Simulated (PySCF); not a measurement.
## Calcium: a sound run and one with changed settings

Sound run: Ca⁺ [Ar] 4s1, Ca²⁺ [Ar]. All numbers are calculated (PySCF 2.14, scalar relativity by spin-free X2C-1e, in Sapporo-DKH3-DZP-2012 (6s5p1d, 26 functions)). The sound run starts from symmetry-adapted Hartree-Fock orbitals and uses a fine grid where one is needed.

A second run was set up differently.

```csv
species,method,sound run (hartree),changed run (hartree),converged
Ca⁺,UHF,-679.42510,-679.42510,yes
Ca⁺,M06-L,-680.17703,-680.21970,yes
Ca⁺,MN15,-680.45695,-680.29812,yes
Ca²⁺,UHF,-679.00787,-679.00787,yes
Ca²⁺,M06-L,-679.76979,-679.83290,yes
Ca²⁺,MN15,-680.02995,-679.86067,yes
```

Ionisation energy of Ca⁺:

| method | sound run (eV) | changed run (eV) |
| --- | --- | --- |
| UHF | 11.353 | 11.353 |
| M06-L | 11.081 | 10.525 |
| MN15 | 11.619 | 11.904 |

**Question.** What was changed?
A. radial grid too coarse
B. all electrons correlated in a valence basis
C. level shift left on
D. basis contracted for another Hamiltonian

**Answer.** A. It used radial step 0.5 in ln r (0.13 in the sound run). A coarse radial grid mis-integrates the density and the exchange-correlation energy, with errors of either sign; Hartree-Fock needs no grid.
